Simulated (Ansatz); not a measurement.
Two structures of GeSiH6I, doublet, reached by relaxing down either side of one saddle point (PBE0-D4/def2-TZVP). Energies are electronic, without zero-point energy. Computed with Ansatz 0.2.0 (basis: def2-TZVPP and def2-QZVPP); correlated methods freeze the cores; orbitals are unrestricted. Filled d shells of the heavier atoms are correlated. Core potentials replace the inner electrons of the atoms past krypton. The def2 sets are not built for correlating such inner shells, so the correlated values are less sure here. Extrapolation: Hartree–Fock as exp(−7.88 √X), correlation as X^−2.97. First:

```xyz
9
angstrom
I -2.5004 0.0212 -0.0372
Si -0.7397 1.1694 -1.2817
Ge 0.9953 -1.0740 1.2834
H 0.1577 0.1534 -1.8774
H -1.3931 1.9692 -2.3452
H 0.0006 2.0511 -0.3513
H 2.5202 -0.8965 1.4222
H 0.3035 -1.0211 2.6555
H 0.6558 -2.3727 0.5317
```

Second:

I1  (-2.711, -0.459, 2.397)
Si2  (0.304, 0.921, -1.162)
Ge3  (0.442, -0.783, 0.491)
H4  (1.528, 0.893, -2.005)
H5  (-0.891, 0.676, -2.007)
H6  (0.192, 2.238, -0.488)
H7  (1.586, -0.594, 1.498)
H8  (-0.925, -0.681, 1.352)
H9  (0.475, -2.211, -0.076)
(Å)

Which bonds change from the first to the second?

SiH₃I ([SiH3][I]) + GeH₃ → GeSiH₆ ([SiH3][GeH3]) + I; bonds formed: Si2–Ge3; bonds broken: I1–Si2.

Give the saddle point's structure and its height above each. (To be estimated.)

Computed: 13.99 kcal/mol above the first and 7.49 kcal/mol above the second (CCSD(T) at an estimated basis limit (MP2 extrapolated from triple and quadruple zeta, plus CCSD(T) − MP2 in triple zeta)).
I1  (-2.524, 0.047, 0.476)
Si2  (-0.292, 0.870, -0.845)
Ge3  (0.560, -0.893, 0.844)
H4  (0.996, 0.396, -1.483)
H5  (-1.155, 1.011, -2.041)
H6  (-0.020, 2.171, -0.194)
H7  (2.051, -0.503, 0.774)
H8  (0.066, -0.849, 2.292)
H9  (0.317, -2.251, 0.177)
(Å)

The search had been set up for a halogen abstraction (forming I1–Ge3, breaking I1–Si2); from that guess it ended on this step instead.

No T1 diagnostic of these runs exceeds 0.013. ⟨S²⟩ of the unrestricted Hartree–Fock references: 0.75 to 0.79 (a pure state has 0.75).

Labels in which every atom is bracketed show which atoms are joined, not bond orders.

For scale, one of the runs: CCSD(T)/def2-TZVPP, 224 basis functions, launched by `ansatz run in.yaml --threads 4 --pin off --events-out ev --progress --plain --max-ram 41984MiB --backend cuda --devices 0, --max-vram 37GiB`. Hardware: 4 CPU threads of an AMD EPYC 7R13 and a share of one NVIDIA H100, shared host. Wall time 8 s; peak host memory 0.84 GiB.
